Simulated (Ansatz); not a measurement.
Program: Ansatz. Geometries: PBE0-D4/def2-TZVP. ΔE: electronic, gas phase. CBS: MP2 limit from def2 TZ/QZ plus the TZ coupled-cluster correction, frozen cores. For Ge outer-core shells are correlated without core-valence functions, which leaves a few kJ/mol of doubt a bond. Scalar relativity is left out up to krypton.

`C1[NH][GeH2][SiH2]1` → `[CH2]1[SiH2][NH][GeH2]1`  (isomerisation)

```csv
species,CCSD(T)/CBS(def2) energy (Eh)
`C1[NH][GeH2][SiH2]1`,-2462.12942
`[CH2]1[SiH2][NH][GeH2]1`,-2462.18588
```

Q: Work out ΔE.

A: ΔE = (-2462.18588) − (-2462.12942) = -0.05646 Eh = -148.2 kJ/mol.

Largest T1 diagnostic among the species: 0.012.

From PBE to PBE0 (25 % exact exchange), in def2-TZVPP and without D4, ΔE moves by −9.9 kJ/mol.
